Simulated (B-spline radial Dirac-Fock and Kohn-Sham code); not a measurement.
## Photoionisation of silicon ions at Mg Kα (1253.6 eV)

Method: independent-particle photoionisation in a Dirac-Hartree-Slater potential with a Latter tail, all multipoles, thresholds from Dirac-Fock ΔSCF. Computed with a B-spline atomic structure program. Cross sections in kb; a dash marks an empty subshell or a threshold above the photon energy.

```
 ion  configuration  total    2s  2p1/2  2p3/2    3s  3p3/2
  Si   [Ne] 3s2 3p2  40.85  19.6   6.51   12.8  1.62  0.237
Si⁴⁺   [He] 2s2 2p6  39.46  19.7   6.65   13.1     –      –
Si⁷⁺   [He] 2s2 2p3  36.50  23.8   4.28   8.41     –      –
```
